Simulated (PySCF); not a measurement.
Gas-phase reaction: TeF6 → TeF4 + 2 F

Energies from PySCF, thermal terms from the rigid-rotor harmonic-oscillator model, ideal gas at 1 bar. † marks an energy on the PBE0/def2-TZVP geometry and frequencies. Open shells (unrestricted): F (multiplicity 2, electronic degeneracy 6); the rest are closed-shell singlets. Spin-orbit splitting is ignored; it lowers the true energy and changes the entropy of F. Te: scalar-relativistic def2 core potential, no spin-orbit coupling. The harmonic model lacks anharmonicity and excited electronic states, which grow with temperature; levels with a mode under 35 cm⁻¹ are left out.

| level | ΔE electronic, kJ | ΔH°(298 K), kJ | ΔS°(298 K), J/K | ΔG°(1200 K), kJ |
|---|---|---|---|---|
| BLYP/def2-TZVP† | 546 | 537 | 312 | 161 |
| HF/def2-TZVP† | 329 | 319 | 312 | -56 |
| PBE/def2-TZVP† | 603 | 593 | 312 | 218 |
| PBE0/def2-QZVP† | 582 | 573 | 312 | 197 |
| PBE0/def2-SVP† | 510 | 501 | 312 | 125 |
ΔH° is lowest at HF/def2-TZVP† and highest at PBE/def2-TZVP†. No reference value is set beside these.
